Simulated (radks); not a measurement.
Results of a calculation; reference values are marked as such.
Question: Dy19+, configuration [Ar] 3d10 4s2 4p5.5 4d10 4f1 5d0.5 (fractional occupations, a model configuration). Level of theory: Dirac Kohn-Sham, PBE, spin-unpolarised, spherical densities, finite nucleus; open shells fill j = l - 1/2 first; Fermi nuclear charge, rms radius 5.2218 fm (a radial shooting solver on a logarithmic mesh with Libxc functionals). Some entries of the table are withheld. Estimate them.

| orbital | occ. | eigenvalue (hartree) | <r> (bohr) | <1/r> (bohr^-1) |
|---|---|---|---|---|
| 1s1/2 | 2 | (1) | 0.02112 | 74.55 |
| 2s1/2 | 2 | -346.2638 | 0.08924 | 17.86 |
| 2p1/2 | 2 | -330.2241 | 0.07439 | (2) |
| 2p3/2 | 4 | -300.8262 | 0.08145 | (3) |
| 3s1/2 | 2 | -91.57162 | 0.2338 | 6.534 |
| 3p1/2 | 2 | (4) | 0.2235 | 6.448 |
| 3p3/2 | 4 | (5) | 0.2367 | 5.886 |
| 3d3/2 | 4 | -66.43665 | 0.2093 | 5.763 |
| 3d5/2 | 6 | -65.10198 | 0.2134 | 5.624 |
| 4s1/2 | 2 | (6) | 0.5105 | 2.848 |
| 4p1/2 | 2 | -29.02972 | 0.5157 | 2.758 |
| 4p3/2 | 3.5 | -27.49476 | 0.5403 | 2.575 |
| 4d3/2 | 4 | -22.80738 | 0.5496 | 2.412 |
| 4d5/2 | 6 | -22.50401 | 0.5571 | 2.369 |
| 4f5/2 | 1 | -16.80817 | 0.5601 | 2.106 |
| 4f7/2 | 0 | -16.74451 | 0.5632 | 2.092 |
| 5s1/2 | 0 | -15.25375 | 0.9810 | 1.432 |
| 5p1/2 | 0 | -14.11604 | 1.013 | 1.376 |
| 5p3/2 | 0 | -13.62966 | 1.049 | 1.312 |
| 5d3/2 | 0.5 | -11.76763 | 1.116 | 1.216 |
| 5d5/2 | 0 | -11.67057 | 1.126 | 1.202 |

Answer: 
(1) 1s1/2 eigenvalue (hartree): -1987.878
(2) 2p1/2 <1/r> (bohr^-1): 17.84
(3) 2p3/2 <1/r> (bohr^-1): 15.62
(4) 3p1/2 eigenvalue (hartree): -84.58145
(5) 3p3/2 eigenvalue (hartree): -78.45792
(6) 4s1/2 eigenvalue (hartree): -31.84797
